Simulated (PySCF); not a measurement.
**Diatomics of Li with the chalcogens**

MP2 with double-zeta basis sets in PySCF, for the lowest determinant that a PBE0 search found; no spin–orbit coupling. De refers to high-spin ground-configuration atoms.

```csv
M,basis,"reference, frozen orbitals",state (unpaired electrons),Re (Å),ωe (cm⁻¹),De (eV)
O,def2-SVP,"UHF, 1",doublet (π ↑),1.678,859,3.00
S,aug-cc-pVDZ/aug-cc-pV(D+d)Z,"UHF, 5",doublet (π ↑),2.176,555,2.90
Se,def2-SVP,"UHF, 9",doublet (π ↑),2.291,515,2.52
Te,def2-SVP,"UHF, 4",doublet (π ↑),2.514,451,2.23
```

Q: By what factor does the harmonic wavenumber vary along the series?

A: At MP2 it runs from 451 cm⁻¹ (LiTe) to 859 cm⁻¹ (LiO), a factor of 1.90.

The rows differ in basis set, which adds steps of its own.

Down a group the atoms grow and get heavier, so bonds lengthen and wavenumbers fall; this series shows no clear exception.

Correlated steps freeze the inner cores (1 to 9 orbitals); shallow outer-core shells are correlated. Correlated levels converge slowly with the basis: in double zeta they bind strong bonds too weakly, by up to about 1 eV, and carry superposition errors of some tenths. Spin–orbit coupling is left out, which matters for elements this heavy, above all for dissociation energies. States were picked by a PBE0 search and need not be the measured ground states.
